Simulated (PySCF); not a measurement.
Mo(O)(NH)(F)(OH) (FH2MoNO2), SMILES [NH]=[Mo](=[O])([OH])[F], multiplicity 1. Coordinates come from a PBE-D3(BJ)/def2-SVP optimisation. The multiplicity is an assumed one; no other spin state was optimised. The structure was generated by enumeration; whether it is a known compound was not checked. The def2 effective core potentials stand for the cores of Mo; spin–orbit coupling is left out. Other conformers were not sampled.

Level of theory: PBE-D3(BJ)/def2-SVP run with PySCF.

Harmonic wavenumbers (cm⁻¹): 181, 228, 249, 250, 288, 353, 507, 601, 650, 681, 752, 973, 1006, 3492, 3740. Rotational constants (GHz): 3.717, 3.334, 3.105; symmetry number 1.

Question: Work out the zero-point energy and the ideal-gas rigid-rotor harmonic-oscillator thermochemistry at 298.15 K and 1 atm.

Answer: ZPE = ½ Σ hcν = ½ × 13952 cm⁻¹ = 19.95 kcal/mol. H − E(el) = 24.63 kcal/mol. Entropy in cal/(mol K): translation 41.17, rotation 26.53, vibration 12.55, total 80.25. G − E(el) = 0.70 kcal/mol. Cp = 23.97 cal/(mol K).
